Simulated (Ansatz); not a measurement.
Frontier orbitals of C₂H₉BSSi (`BC(C)[SiH2]S`).

Total charge 0; spin multiplicity 1. All single points use the PBE0-D4/def2-TZVP geometry. It is one conformer, not always the lowest. Basis def2-TZVPP, Ansatz.

```json
{"functional": "PBE", "HOMO (eV)": "-6.29", "LUMO (eV)": "-2.17", "gap (eV)": "4.12"}
{"functional": "r2SCAN", "HOMO (eV)": "-6.55", "LUMO (eV)": "-1.82", "gap (eV)": "4.73"}
{"functional": "B97M-V", "HOMO (eV)": "-6.68", "LUMO (eV)": "-1.93", "gap (eV)": "4.75"}
{"functional": "PBE0", "HOMO (eV)": "-7.47", "LUMO (eV)": "-1.22", "gap (eV)": "6.25"}
{"functional": "B3LYP", "HOMO (eV)": "-7.23", "LUMO (eV)": "-1.41", "gap (eV)": "5.82"}
{"functional": "r2SCANh", "HOMO (eV)": "-6.98", "LUMO (eV)": "-1.49", "gap (eV)": "5.49"}
{"functional": "LC-ωPBE", "HOMO (eV)": "-10.16", "LUMO (eV)": "1.02", "gap (eV)": "11.18"}
{"functional": "ωB97M-V", "HOMO (eV)": "-9.65", "LUMO (eV)": "0.67", "gap (eV)": "10.32"}
{"functional": "HF", "HOMO (eV)": "-10.19", "LUMO (eV)": "2.20", "gap (eV)": "12.39"}
```

Against PBE, PBE0 changes HOMO and LUMO by −1.18 and +0.95 eV, ωB97M-V by −3.35 and +2.83 eV. A gap of 4.12 eV thus becomes 10.31 eV for the same molecule, so an orbital gap means little without its functional. A positive LUMO is unbound and depends on the basis.

B3LYP here is the variant with VWN-RPA as its local correlation; programs differ in this. LC-ωPBE has ω = 0.4 bohr⁻¹.
